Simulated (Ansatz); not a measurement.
Reaction (redistribution): `[Al][I]` + `C[SiH](F)F` → `[AlH]` + `C[Si](F)(F)I`

Gas-phase electronic energies from Ansatz, PBE0-D4/def2-TZVP geometries. CCSD(T)/CBS adds triple-zeta CCSD(T) − MP2 to the extrapolated MP2 energy (def2 sets, frozen cores). This one scheme is used for every species. Functionals use def2-TZVPP. def2 core potentials past Kr. For I outer-core shells are correlated without core-valence functions, which leaves a few kJ/mol of doubt a bond.

CCSD(T)/CBS gives +1.39 eV.

Problem. Another level gave +1.40 eV. Which?
A. revPBE/def2-TZVPP
B. CCSD/def2-TZVPP
C. RPA@PBE/def2-TZVPP
D. BHLYP/def2-TZVPP

Solution. B. CCSD/def2-TZVPP 1.40, RPA@PBE/def2-TZVPP 1.35, revPBE 1.46, BHLYP 1.51 eV.

Largest T1 diagnostic among the species: 0.013.

In def2-TZVPP, CCSD(T) changes the Hartree–Fock value by −0.11 eV (the triples alone add +0.01 eV) and MP2 by −0.06 eV. Leaving LDA and LC-ωPBE aside and taking each functional with its dispersion term where it has one, the values, not all of them listed here, spread over 0.27 eV, from B97M-V to B2PLYP.
